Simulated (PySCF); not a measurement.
C₄H₉, charge -1, singlet, geometry from GFN2-xTB (in this run its highest filled SCF level lies above zero, so its values depend strongly on the basis, on diffuse functions most of all); BLYP/3-21G (PySCF).

The PySCF input:
```python
from pyscf import gto, scf, dft

mol = gto.M(
    atom='''
C     0.829510    1.915796   -0.015732
C     0.742410    0.401183   -0.007432
C    -0.678388   -0.249852    0.006200
C    -0.659896   -1.778116    0.013801
H    -1.670383   -2.200601    0.023291
H     0.231848    2.281219    0.875870
H     0.218913    2.272219   -0.902196
H    -0.130482   -2.145303    0.893931
H    -0.143316   -2.154232   -0.870177
H     1.262612   -0.001503   -0.894548
H     1.275493    0.007459    0.876054
H    -1.229672    0.098869   -0.874319
H    -1.216828    0.107805    0.891071
''',
    basis='3-21g',
    charge=-1,
    spin=0,
    verbose=4,
)

mf = dft.RKS(mol)
mf.xc = 'blyp'
mf.grids.prune = dft.gen_grid.sg1_prune
mf.kernel()
```

### Question
What does PySCF print? Leave out banner, timings and long lists.

### Answer

```
PySCF version 2.14.0

[INPUT] verbose = 4
[INPUT] num. atoms = 13
[INPUT] num. electrons = 34
[INPUT] charge = -1
[INPUT] spin (= nelec alpha-beta = 2S) = 0
[INPUT] symmetry False subgroup None
[INPUT] Mole.unit = angstrom
[INPUT] Symbol           X                Y                Z      unit          X                Y                Z       unit  Magmom
[...]
nuclear repulsion = 122.035741340089
number of shells = 38
number of NR pGTOs = 87
number of NR cGTOs = 54
basis = 3-21g
ecp = {}

******** <class 'pyscf.dft.rks.RKS'> ********
method = RKS
initial guess = minao
damping factor = 0
level_shift factor = 0
DIIS = <class 'pyscf.scf.diis.CDIIS'>
diis_start_cycle = 1
diis_space = 8
diis_damp = 0
SCF conv_tol = 1e-09
SCF conv_tol_grad = None
SCF max_cycles = 50
direct_scf = True
direct_scf_tol = 1e-13
XC library pyscf.dft.libxc version 7.1.2
    S. Lehtola, C. Steigemann, M. J. T. Oliveira, and M. A. L. Marques,  SoftwareX 7, 1–5 (2018)
XC functionals = blyp
    A. D. Becke,  Phys. Rev. A 38, 3098 (1988)
    C. Lee, W. Yang, and R. G. Parr,  Phys. Rev. B 37, 785 (1988)
    B. Miehlich, A. Savin, H. Stoll, and H. Preuss,  Chem. Phys. Lett. 157, 200 (1989)
radial grids:
    Treutler-Ahlrichs [JCP 102, 346 (1995); DOI:10.1063/1.469408] (M4) radial grids

becke partition: Becke, JCP 88, 2547 (1988); DOI:10.1063/1.454033
pruning grids: <function sg1_prune>
grids dens level: 3
symmetrized grids: False
atomic radii adjust function: <function treutler_atomic_radii_adjust>
small_rho_cutoff = 0
Set gradient conv threshold to 3.16228e-05
Initial guess from minao.
tot grids = 64120
init E= -156.621924554861
[...]
cycle= 1 E= -156.582627609451  delta_E= 0.0393  |g|= 0.759  |ddm|= 3.14
[...]
cycle= 2 E= -155.043599131865  delta_E= 1.54  |g|= 1.61  |ddm|= 17.5
[...]
cycle= 3 E= -156.655834103969  delta_E= -1.61  |g|= 0.565  |ddm|= 17.6
[...]
cycle= 4 E= -156.743985892598  delta_E= -0.0882  |g|= 0.181  |ddm|= 0.787
[...]
cycle= 5 E= -156.757479713398  delta_E= -0.0135  |g|= 0.0628  |ddm|= 0.708
[...]
cycle= 6 E= -156.758370142708  delta_E= -0.00089  |g|= 0.0264  |ddm|= 0.191
[...]
cycle= 7 E= -156.758550475991  delta_E= -0.00018  |g|= 0.00353  |ddm|= 0.0624
[...]
cycle= 8 E= -156.758553929302  delta_E= -3.45e-06  |g|= 0.00119  |ddm|= 0.0123
[...]
cycle= 9 E= -156.758554345025  delta_E= -4.16e-07  |g|= 0.000428  |ddm|= 0.00354
[...]
cycle= 10 E= -156.758554393362  delta_E= -4.83e-08  |g|= 3.01e-05  |ddm|= 0.000602
[...]
cycle= 11 E= -156.758554393738  delta_E= -3.75e-10  |g|= 5.83e-06  |ddm|= 9.46e-05
[...]
Extra cycle  E= -156.75855439373  delta_E= 7.45e-12  |g|= 8.13e-06  |ddm|= 4.38e-05
converged SCF energy = -156.75855439373
```
